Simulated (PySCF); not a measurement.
F$_{2}$Ge, charge -1, doublet, at a GFN2-xTB geometry (a state made from the parent by changing its charge; the spin is typed, not shown lowest). Base run: M062X/def2-SVP run with PySCF.

The PySCF input:
```python
from pyscf import gto, scf, dft

mol = gto.M(
    atom='''
Ge    0.01273408   -0.00945855    0.40380931
F     0.85130033    1.56847282   -0.70909783
F    -0.89657706   -1.53484242   -0.72666861
''',
    basis='def2-svp',
    charge=-1,
    spin=1,
    verbose=4,
)

mf = dft.UKS(mol)
mf.xc = 'm062x'
mf.kernel()
```

Variants of this job, named by their change:

```json
[
 {"change": "base", "ΔE vs base (mEh)": "0.000", "fitting functions": "-"},
 {"change": "auxbasis = default (with mf = mf.density_fit())", "ΔE vs base (mEh)": "0.104", "fitting functions": "420"},
 {"change": "only_dfj = on; auxbasis = def2-universal-jfit", "ΔE vs base (mEh)": "-0.240", "fitting functions": "156"},
 {"change": "auxbasis = even-tempered beta=3.0", "ΔE vs base (mEh)": "-5.505", "fitting functions": "369"},
 {"change": "auxbasis = autoaux", "ΔE vs base (mEh)": "0.010", "fitting functions": "542"},
 {"change": "auxbasis = def2-universal-jfit", "ΔE vs base (mEh)": "9948.8", "fitting functions": "156"},
 {"change": "auxbasis = def2-svp-ri", "ΔE vs base (mEh)": "-5149.4", "fitting functions": "223"},
 {"change": "auxbasis = cc-pvdz-jkfit", "ΔE vs base (mEh)": "288.7", "fitting functions": "311"},
 {"change": "auxbasis = def2-tzvp-ri", "ΔE vs base (mEh)": "-5681.5", "fitting functions": "311"},
 {"change": "auxbasis = cc-pvtz-ri", "ΔE vs base (mEh)": "-5574.4", "fitting functions": "328"}
]
```

A fitting set is made for a task (jfit for Coulomb, jkfit for Coulomb and exchange, ri for correlation) and for a family of orbital bases.

Open shells are given as the SCF converged; they aren't shown to be the lowest states, and a large step between rows can be another state.
